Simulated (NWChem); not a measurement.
System: PbBrCl, singlet; SMILES [Cl][Pb][Br]

```xyz
3

Pb    -0.4845     0.5055     0.0000
Cl     1.7014     1.6831     0.0000
Br     0.3088    -2.0017     0.0000
```
Atoms are numbered in this order, from 1.

All runs: NWChem. Low-valent species are run as closed-shell singlets; no triplet was tried in these runs. Geometry: optimised at PBE0/def2-SVP. def2 effective core potentials on Pb; no spin-orbit coupling. Vertical excitations in the gas phase; the lowest state need not have the same character in each row.

For level PBE/def2-SVP, TDA:

| Item | Result |
|---|---|
| lowest excitation, singlet (eV) | 2.96 |
| lowest state with f > 0.02, singlet (eV) | 3.69 |
| lowest triplet (eV) | 2.78 |
| orbital gap (eV) | 2.87 |

**Question.** How do the values read with level B3LYP/def2-SVP, TDA instead?

**Answer.** 
| Item | Result |
|---|---|
| lowest excitation, singlet (eV) | 3.24 |
| lowest state with f > 0.02, singlet (eV) | 3.92 |
| lowest triplet (eV) | 2.93 |
| orbital gap (eV) | 4.17 |
